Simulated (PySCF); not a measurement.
Delta-SCF ions had no search for a lower state. 

Cartesian coordinates (Å):
```xyz
10

C     -1.4563     0.2436     0.0406
S     -0.3057    -1.1474     0.0624
O     -0.3244    -1.7597    -1.3304
Si     1.5409     0.1633     0.3173
O      1.4120     1.0607     1.5739
H     -1.2924     0.8224     0.9498
H     -1.2491     0.8581    -0.8363
H     -2.4751    -0.1394    -0.0045
H      2.5971    -0.9020     0.2708
H      1.5531     0.8003    -1.0435
```
Charge -1, spin multiplicity 1.

Q: Predict the total energy, vertical detachment energy (Delta-SCF) and HOMO from PBE-D3(BJ)/def2-TZVPD // CAM-B3LYP-D3(BJ)/def2-TZVPD (PySCF 2.14.0).

A: 
- total energy = -878.9108 Ha
- vertical detachment energy (Delta-SCF) = 3.21 eV
- HOMO = -0.40 eV
